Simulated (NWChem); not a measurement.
System: SiPH$_{5}$O; SMILES P[SiH2]O

Input file for NWChem:

```
start job
memory heap 200 mb stack 900 mb global 1100 mb
geometry units angstroms noautosym nocenter noautoz
  Si    -0.505657     0.645000     0.010615
  O      0.718743     1.776797     0.103509
  P      0.092331    -1.546551     0.039537
  H     -1.341671     0.892721     1.208404
  H     -1.324190     0.814640    -1.225424
  H      1.365607     1.776176    -0.615908
  H      1.104381    -1.417631     1.033220
  H      1.005715    -1.471998    -1.053077
end
basis spherical
  Si library def2-tzvp
  O library def2-tzvp
  P library def2-tzvp
  H library def2-tzvp
end
dft
  xc xpbe96 cpbe96
  iterations 150
end
tddft
  cis
  ecut -74.0
  nroots 6
  notriplet
end
task tddft energy
```

Coordinates come from a B3LYP/6-31G* (spherical d) optimisation.

Core excitations by TDA in a window of 1s orbitals, non-relativistic and unshifted: absolute energies depend strongly on the exact-exchange share.

Problem. What results follow from this input? (PBE/def2-TZVP, restricted-window TDA.) Quantities: first 1s excitation (eV); dipole oscillator strength of the first.

Solution. 
- first 1s excitation (eV) = 2075.1
- dipole oscillator strength of the first = 0.0005
